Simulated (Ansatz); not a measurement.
`F[Si](F)(F)[SiH3]` + H₂ → `F[SiH](F)F` + SiH₄  (hydrogenolysis of the Si–Si bond)

Calculated with Ansatz (gas phase, PBE0-D4/def2-TZVP geometries, no zero-point term in ΔE). CCSD(T)/CBS adds triple-zeta CCSD(T) − MP2 to the extrapolated MP2 energy (def2 sets, frozen cores). This one scheme is used for every species. DFT in def2-TZVPP.

(1) Is it downhill or uphill in electronic energy at CCSD(T)/CBS, and by how much? (Best estimate.)

(2) What do these levels give: revPBE-D4, BHLYP-D4, PBE0, LC-ωPBE, CCSD/def2-SVP, CCSD/def2-TZVPP? (Estimate.)

Largest T1 diagnostic among the species: 0.013.

## Answers

(1) Ansatz gave: Downhill: ΔE = -30.6 kJ/mol.

(2) Computed: revPBE-D4 -10.0, BHLYP-D4 -35.2, PBE0 -25.4, LC-ωPBE -28.6, CCSD/def2-SVP -48.9, CCSD/def2-TZVPP -39.9 kJ/mol.

From BLYP to BHLYP (50 % exact exchange), in def2-TZVPP and without D4, ΔE moves by −13.3 kJ/mol. In def2-TZVPP, CCSD(T) changes the Hartree–Fock value by +25.3 kJ/mol (the triples alone add +4.8 kJ/mol) and MP2 by +23.6 kJ/mol. The D4 term adds +9.2 kJ/mol with B3LYP and +5.1 kJ/mol with PBE0; it sums over pairs of atoms, weighted by their polarisabilities, and B3LYP, whose exchange is more repulsive, gets the larger term.

B3LYP here is the variant with VWN-RPA as its local correlation; programs differ in this.
